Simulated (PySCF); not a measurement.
# Computed records: CH4AlOSi

Calculation on a computer-drawn molecule: the log of a Hartree-Fock and frozen-core CCSD(T) single point meant for a local Hartree-Fock minimum, with one planted fault or none, to be diagnosed. Offsets are logged minus clean, where the clean run is the same molecule without the fault. The reference is restricted for singlets and unrestricted otherwise, and also for a bond in bohr or an excited solution. Adding or removing an electron swaps singlet and doublet. The excited solution moves the top pair (singlet) or top alpha electron (doublet) to the lowest empty orbital. Highest occupied and lowest empty are orbital energies over both spins, largest force is the largest gradient component, triples share is (T) over the correlation energy, the T1 limit is 0.02 restricted and 0.045 unrestricted, electrons count all cores, a negative frequency is imaginary (commonest isotopes), and the dipole is about the centre of nuclear charge. Program: PySCF 2.14.0.

Common to all runs: meant charge 0; meant multiplicity 2; meant basis cc-pV(D+d)Z; logged electrons 45; logged basis functions 94; logged SCF converged yes; logged CC converged yes; logged SCF stable within its kind yes; possible faults no fault, one electron removed, one electron added, multiplicity raised by two, geometry at a saddle point, SCF held on an excited solution, minimal basis STO-3G, one bond length entered in bohr, all coordinates scaled.

(1) CH4AlOSi

Logged structure:
```xyz
8
CH4AlOSi
O      2.6703    -0.7165    -2.1124
Al     1.1708    -0.7373    -1.6339
C     -0.6787    -0.7695    -1.0498
Si    -1.2461     0.6894     0.0159
H     -0.8296    -1.7029    -0.4953
H     -1.3031    -0.8250    -1.9490
H     -1.0976     1.9613    -0.7331
H     -0.4513     0.7514     1.2670
```

| Property | Result |
| --- | --- |
| logged spin squared | 3.7654 |
| logged highest occupied | -5.7126 eV |
| logged lowest empty | 0.24937 eV |
| logged largest force | 0.13014 hartree/bohr |
| logged T1 diagnostic | 0.020709 |
| logged D1 diagnostic | 0.093675 |
| logged triples share | 0.027957 |
| logged dipole magnitude | 1.5084 debye |
| logged energy HF | -645.77746 hartree |
| logged energy CCSD(T) | -646.25685 hartree |
| planted fault | multiplicity raised by two |
| HF energy offset from clean run | 54.4 kcal/mol |
| CCSD(T) energy offset from clean run | 88.29 kcal/mol |

Drawn bonds:
```tsv
atom	other atom	order
1	2	2
2	3	1
3	4	1
3	5	1
3	6	1
4	7	1
4	8	1
```

(2) CH4AlOSi

Structure as in entry 1.

| Item | Value |
| --- | --- |
| logged spin squared | 0.7543 |
| logged highest occupied | -9.3209 eV |
| logged lowest empty | 0.70672 eV |
| logged largest force | 3.125e-05 hartree/bohr |
| logged lowest frequency | 107.3 cm⁻¹ |
| logged T1 diagnostic | 0.025828 |
| logged D1 diagnostic | 0.067921 |
| logged triples share | 0.035194 |
| logged dipole magnitude | 6.3574 debye |
| logged energy HF | -645.86416 hartree |
| logged energy CCSD(T) | -646.39755 hartree |
| planted fault | no fault |
| HF energy offset from clean run | 0 kcal/mol |
| CCSD(T) energy offset from clean run | 0 kcal/mol |

Drawn bonds:
```tsv
atom	other atom	order
1	2	2
2	3	1
3	4	1
3	5	1
3	6	1
4	7	1
4	8	1
```
